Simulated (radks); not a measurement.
The numbers below are computed, except where a source is named.
Question: The mean radii <r> (bohr) of the occupied orbitals of an atom or ion are listed with their occupations. Code: a radial shooting solver on a logarithmic mesh with Libxc functionals. Model: non-relativistic Kohn-Sham, PBE, spin-polarised, spherical densities, point nucleus.

| orbital | occ. | <r> |
|---|---|---|
| 1s up | 1 | 0.02408 |
| 1s down | 1 | 0.02408 |
| 2s up | 1 | 0.1026 |
| 2s down | 1 | 0.1026 |
| 2p up | 3 | 0.08706 |
| 2p down | 3 | 0.08706 |
| 3s up | 1 | 0.2656 |
| 3s down | 1 | 0.2653 |
| 3p up | 3 | 0.2553 |
| 3p down | 3 | 0.2551 |
| 3d up | 5 | 0.2270 |
| 3d down | 5 | 0.2267 |
| 4s up | 1 | 0.5971 |
| 4s down | 1 | 0.5971 |
| 4p up | 3 | 0.6109 |
| 4p down | 3 | 0.6108 |
| 4d up | 5 | 0.6446 |
| 4d down | 5 | 0.6440 |
| 5s up | 1 | 1.325 |
| 5s down | 1 | 1.336 |
| 5p up | 3 | 1.420 |
| 4f up | 5 | 0.7621 |

Name the element and its charge. Open shells, if any, are filled with parallel spins first.

Answer: Z = 63, europium, charge +7: Eu7+ in [Kr] 4d10 4f5 5s2 5p3. The 1s radius gives Z: for a bare nucleus <r> = 1.5/Z, 0.02381 bohr for Z = 63, and screening makes it slightly larger (0.02408 here). The occupations add up to 56, and the charge is Z minus that.
